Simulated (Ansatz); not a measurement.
Cost and result for the atomization energy of C₂H₈OSn, SMILES `[CH3][SnH]([CH3])[OH]` (12 atoms, 11 bonds).

Cartesian coordinates in Å:
```
C -0.6232 0.4074 1.7709
Sn -0.2418 -0.5324 -0.0993
C 1.5140 0.1979 -1.0744
O -1.7997 0.0204 -1.1875
H -1.5487 0.0182 2.1946
H 0.1945 0.2260 2.4693
H -0.7283 1.4817 1.6167
H -0.2517 -2.2498 -0.0176
H 2.4006 -0.0151 -0.4752
H 1.6264 -0.2759 -2.0499
H 1.4280 1.2761 -1.2120
H -1.9701 -0.5545 -1.9357
```

The species carries charge 0 and has multiplicity 1. Correlated methods include outer-core shells of Sn, which these sets cover unevenly. Sn takes the def2 core potential. The structure was optimised at the PBE0-D4/def2-TZVP level. It is one conformer, not always the lowest. Program: Ansatz. All runs use 4 threads of a server CPU on a shared host. Times are those of one run each, without the atoms' runs, and a repeat can differ threefold. Electronic energies, without spin–orbit coupling; frozen cores. CCSD(T)/CBS adds CCSD(T) − MP2 in def2-TZVPP to the MP2 limit, and its time is that of the two runs behind it. T1 = 0.012. With those shells the extrapolation isn't a true limit. B3LYP takes the VWN-RPA correlation (the form of Gaussian; ORCA's B3LYP/G).

CCSD(T)/CBS is a level of theory with its own doubt, some kJ/mol a heavy atom from the limit and from the frozen cores, so smaller differences don't rank the functionals.

| level | functions | wall time | atomization (kJ/mol) | difference from CCSD(T)/CBS | per bond |
| --- | --- | --- | --- | --- | --- |
| revPBE-D4/def2-TZVPP | 255 | 2.4 s | 4065.6 | -90.8 | -8.3 |
| PBE-D4/def2-TZVPP (with forces) | 255 | 2.9 s | 4160.2 | 3.8 | 0.3 |
| PBE0-D4/def2-TZVPP | 255 | 3.5 s | 4102.4 | -54.0 | -4.9 |
| CAM-B3LYP-D4/def2-TZVPP | 255 | 4 s | 4135.0 | -21.4 | -1.9 |
| B3LYP-D4/def2-TZVPP (with forces) | 255 | 5.5 s | 4111.9 | -44.5 | -4.0 |
| r2SCAN-D4/def2-TZVPP (with forces) | 255 | 6 s | 4120.7 | -35.7 | -3.2 |
| PBE-QIDH/def2-TZVPP | 255 | 7 s | 4085.2 | -71.2 | -6.5 |
| ωB97X-V/def2-TZVPP | 255 | 9.5 s | 4135.8 | -20.6 | -1.9 |
| CCSD(T)/def2-SVP | 108 | 10 s | 3879.6 | -276.8 | -25.2 |
| ωB97M-V/def2-TZVPP (with forces) | 255 | 14 s | 4126.1 | -30.3 | -2.8 |
| MP2/def2-QZVPP | 493 | 27 s | 4129.1 | -27.3 | -2.5 |
| CCSD(T)/def2-TZVPP | 255 | 5.2 min | 4049.3 | -107.1 | -9.7 |
| CCSD(T)/CBS(def2) | – | 5.7 min | 4156.4 | 0.0 | 0.0 |

The D4 term adds +33.4 kJ/mol with B3LYP and +17.7 kJ/mol with PBE0; it sums over pairs of atoms, weighted by their polarisabilities, and B3LYP, whose exchange is more repulsive, gets the larger term. From r2SCAN to r2SCAN0 (25 % exact exchange), in def2-TZVPP and without D4, the atomization energy moves by −54.5 kJ/mol: exact exchange takes away binding that semilocal exchange gives to molecules. At CCSD(T), def2-SVP lies −276.8 kJ/mol from the extrapolated value and def2-TZVPP −107.1 kJ/mol: correlation converges slowly with the basis, and small sets miss more of it in the bonded molecule than in its fragments.

Spin–orbit coupling would lower the free Sn atoms strongly, and the atomization energy with them, by more than many differences here. For some Ge, Se and Sn compounds the MP2-based and the directly extrapolated limit differ by 10 to 25 kJ/mol.
